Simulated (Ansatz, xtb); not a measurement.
Relaxing a trial structure of BrFH3Si2

The starting geometry of this gas-phase doublet has its atoms placed at random.

```xyz
7

Br   -0.2388   -0.4566   -0.8827
F     1.7162    0.0750    0.1312
Si    0.7411    1.4034   -0.1378
Si   -1.8473   -0.5895    0.4467
H     1.8416   -0.6782    0.8440
H    -0.7997    0.0943    1.1531
H    -1.7729    0.7588    0.4074
```

Question: One run relaxed it with r2SCAN-D4/def2-SVP. What is a likely outcome?

Answer: It ends as a structure with Br1 bridging Si4 and Si3, H6 bridging H5 and Si4, given below by its coordinates. Distances that change by over a tenth: Br1–Si3 (2.23 → 2.66 Å), Br1–Si4 (2.09 → 2.36 Å), Si4–H6 (1.44 → 1.84 Å), Si4–H7 (1.35 → 1.53 Å), H5–H6 (2.77 → 0.81 Å). Contacts that open: F2–H5 (1.04 → 1.87 Å).

The energy falls by 6.27 eV over 24 steps:

```
step  E − E(last) (eV)
   1             6.273
   4             1.175
   6             0.886
   9             0.553
  11             0.365
  14             0.110
  16             0.024
  19             0.002
  21             0.001
  24             0.000
```

Final geometry (Å):

```yaml
atoms:
  - { symbol: Br, position_ang: [-0.4411, -0.4461, -1.5788] }
  - { symbol: F, position_ang: [1.6298, 0.6584, 0.5099] }
  - { symbol: Si, position_ang: [1.3646, 1.4181, -0.9737] }
  - { symbol: Si, position_ang: [-1.6273, -0.5663, 0.4618] }
  - { symbol: H, position_ang: [0.2624, -0.3511, 1.2924] }
  - { symbol: H, position_ang: [-0.1629, -1.0147, 1.4841] }
  - { symbol: H, position_ang: [-1.3853, 0.9089, 0.7662] }
```

From the same start GFN2-xTB ends elsewhere, in pieces: BrH2Si2 + FH.

From so rough a start the end depends on the optimiser's path, so another program may land elsewhere. No frequencies were run, so the end isn't proven a minimum. Open shells are spin-unrestricted. Run with Ansatz 0.2.0, 80 s on 2 threads of Intel(R) Xeon(R) 6975P-C (Granite Rapids) (shared host).
